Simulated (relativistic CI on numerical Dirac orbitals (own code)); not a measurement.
# Mo2+ (4d4) in a crystal field

Calculated by Dirac-Coulomb-Breit CI, orbitals from a KLI potential per configuration, QED by a radiative potential, valence Slater integrals scaled by 0.8, one configuration in a parametric crystal field (own radial code).

Field parameters in Wybourne normalisation: Oh B⁴₀ = 21Dq, B⁴₄ = √(5/14) B⁴₀. The field is a parameter set, without covalency.

S is read from ⟨S²⟩ = S(S + 1).

Powder χT (cm³ K mol⁻¹) by Van Vleck's formula, with temperature-independent terms:

| Field | 2 K | 5 K | 10 K | 20 K | 50 K | 100 K | 200 K | 300 K |
| --- | --- | --- | --- | --- | --- | --- | --- | --- |
| Oh, 10Dq = 4700 cm⁻¹ | 0.0776 | 0.194 | 0.388 | 0.772 | 1.62 | 2.16 | 2.45 | 2.55 |
| Oh, 10Dq = 19800 cm⁻¹ | 0.0148 | 0.037 | 0.0739 | 0.148 | 0.37 | 0.734 | 1.28 | 1.53 |
| Oh, 10Dq = 23550 cm⁻¹ | 0.0153 | 0.0382 | 0.0764 | 0.153 | 0.382 | 0.757 | 1.31 | 1.54 |
| Oh, 10Dq = 27350 cm⁻¹ | 0.0156 | 0.039 | 0.0781 | 0.156 | 0.39 | 0.773 | 1.32 | 1.54 |
| Oh, 10Dq = 31100 cm⁻¹ | 0.0159 | 0.0396 | 0.0793 | 0.159 | 0.396 | 0.784 | 1.33 | 1.55 |
| Oh, 10Dq = 34850 cm⁻¹ | 0.016 | 0.0401 | 0.0802 | 0.16 | 0.401 | 0.793 | 1.34 | 1.55 |
| Oh, 10Dq = 38650 cm⁻¹ | 0.0162 | 0.0405 | 0.081 | 0.162 | 0.405 | 0.8 | 1.34 | 1.56 |
| Oh, 10Dq = 42400 cm⁻¹ | 0.0163 | 0.0408 | 0.0816 | 0.163 | 0.408 | 0.806 | 1.35 | 1.56 |

For Oh, 10Dq = 34850 cm⁻¹: what effective moment follows at 300 K?

μ_eff = √(8χT) = 3.52 μB. The ground level has S = 1.00; the spin-only moment for S = 1 is 2.83 μB. The difference comes from the orbital moment, spin-orbit mixing of terms and temperature-independent paramagnetism, all larger in this ionic model than in covalent complexes. The ground level is a non-magnetic singlet, so χT starts at zero and rises through temperature-independent paramagnetism and the filling of excited levels.
